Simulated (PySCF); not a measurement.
Geometry (Å), atoms numbered from 1 in this order:
```xyz
12

Al    0.7442   -0.5667    1.0358
F     2.1355    0.1879    1.5533
F     0.2235   -1.9859    1.7344
N     0.7362   -0.7104   -0.8960
Al   -0.7233    0.5526   -1.0259
F    -2.1161   -0.1948   -1.5501
F    -0.2050    1.9730   -1.7242
N    -0.7159    0.6952    0.9049
H     0.5313   -1.6449   -1.2545
H     1.6017   -0.4039   -1.3455
H    -0.5161    1.6299    1.2657
H    -1.5805    0.3854    1.3530
```

Theoretical values (PySCF 2.14.0 with density-fitted response routines): B3LYP/pcSseg-1 (pcSseg-2 on Al) with gauge-including orbitals, PBE0-D3(BJ)/def2-SVP structure. Fast rotation and ring inversion assumed for equivalent nuclei, no relativistic terms, one conformer, gas phase.

Shifts are taken against calculated references (same method and geometry level): TMS for $^{1}$H (31.38 ppm); $^{27}$Al (571.15 ppm) against [Al(H2O)6]3+; $^{19}$F (171.94 ppm) vs CFCl3; $^{15}$N (263.54 ppm) vs NH3.

```csv
atoms,nucleus,count,δ (ppm)
Al1/Al5,$^{27}$Al,2,85.7
F2/F3/F6/F7,$^{19}$F,4,-184.7
H9/H10/H11/H12,$^{1}$H,4,?
N4/N8,$^{15}$N,2,?
```

**Question.** Complete the table.

**Answer.** 
- H9/H10/H11/H12: 0.97 ppm, hydrogen on a nitrogen bonded to 2 Al
- N4/N8: 26.8 ppm, nitrogen bonded to 2 Al, 2 H

Exchangeable OH/NH protons stand at their gas-phase positions; hydrogen bonding in a real sample shifts them, mostly to higher δ. Unscaled 19F shifts against computed CFCl3 carry errors that often reach 10 to 50 ppm. Experimental scales use liquid or dissolved standards, which lie at an offset from isolated NH3 (liquid NH3: subtract about 20 ppm).
